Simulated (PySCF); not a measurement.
H2S2, SMILES SS.

Geometry: B3LYP-D3(BJ)/def2-TZVP.

These are HF/def2-TZVPD run with PySCF values and carry that method's errors.

Symmetry labels are those of the subgroup C2 that the program uses (full group C2).

Computed valence orbital energies around the gap with their symmetry:
| orbital | symmetry | energy (eV) |
|---|---|---|
| HOMO−7 | B | -181.52 |
| HOMO−6 | A | -28.71 |
| HOMO−5 | B | -24.12 |
| HOMO−4 | A | -16.27 |
| HOMO−3 | B | -14.99 |
| HOMO−2 | A | -13.03 |
| HOMO−1 | B | -10.50 |
| HOMO | A | -10.44 |
| LUMO | B | 1.16 |
| LUMO+1 | A | 1.78 |
| LUMO+2 | B | 2.06 |
| LUMO+3 | A | 2.17 |
